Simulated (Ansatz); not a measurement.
Process, species as SMILES: F[C]F (closed-shell singlet) → C atom + 2 F atom
B3LYP-D3(BJ)/def2-TZVP geometries, fixed; electronic energies without zero-point terms.

Basis-set convergence of the atomisation energy at B2PLYP with Ansatz (an electronic-structure program). All functions are spherical. Cores are frozen. Open shells are unrestricted. No added dispersion term, no relativity. Functions are those of the species that has most. Reference: the value in aug-pcseg-3, 257.82 kcal/mol, itself unsure by roughly 0.49 kcal/mol (its mean distance from aug-cc-pVQZ, cc-pV5Z, def2-QZVPPD). Deviations are taken from unrounded values.

```tsv
basis	functions	atomisation energy (kcal/mol)
cc-pVDZ	42	246.10
aug-cc-pVDZ	69	246.46
def2-SVP	42	255.88
def2-SVPD	66	253.89
pcseg-1	42	247.83
aug-pcseg-1	69	251.58
6-311G**	54	247.91
6-311+G**	66	245.83
cc-pVTZ	90	255.79
aug-cc-pVTZ	138	255.80
pcseg-2	90	255.62
aug-pcseg-2	138	256.40
def2-TZVPP	93	255.27
def2-TZVPPD	117	255.16
cc-pVQZ	165	257.30
aug-cc-pVQZ	240	257.43
def2-QZVPP	171	256.78
def2-QZVPPD	195	256.90
pcseg-3	180	257.53
aug-pcseg-3	255	257.82
```

What the diffuse functions change, pair by pair:
- cc-pVDZ to aug-cc-pVDZ: 27 more functions, deviation -11.72 to -11.35 kcal/mol
- def2-SVP to def2-SVPD: 24 more functions, deviation -1.93 to -3.92 kcal/mol
- pcseg-1 to aug-pcseg-1: 27 more functions, deviation -9.99 to -6.24 kcal/mol
- 6-311G** to 6-311+G**: 12 more functions, deviation -9.91 to -11.99 kcal/mol
- cc-pVTZ to aug-cc-pVTZ: 48 more functions, deviation -2.03 to -2.02 kcal/mol
- pcseg-2 to aug-pcseg-2: 48 more functions, deviation -2.19 to -1.42 kcal/mol
- def2-TZVPP to def2-TZVPPD: 24 more functions, deviation -2.55 to -2.66 kcal/mol
- cc-pVQZ to aug-cc-pVQZ: 75 more functions, deviation -0.52 to -0.39 kcal/mol
- def2-QZVPP to def2-QZVPPD: 24 more functions, deviation -1.04 to -0.92 kcal/mol
- pcseg-3 to aug-pcseg-3: 75 more functions, deviation -0.29 to 0.00 kcal/mol

Leaving out the reference's own pair, they bring the value nearer the reference by more than 0.49 kcal/mol in 2 of 9 pairs.
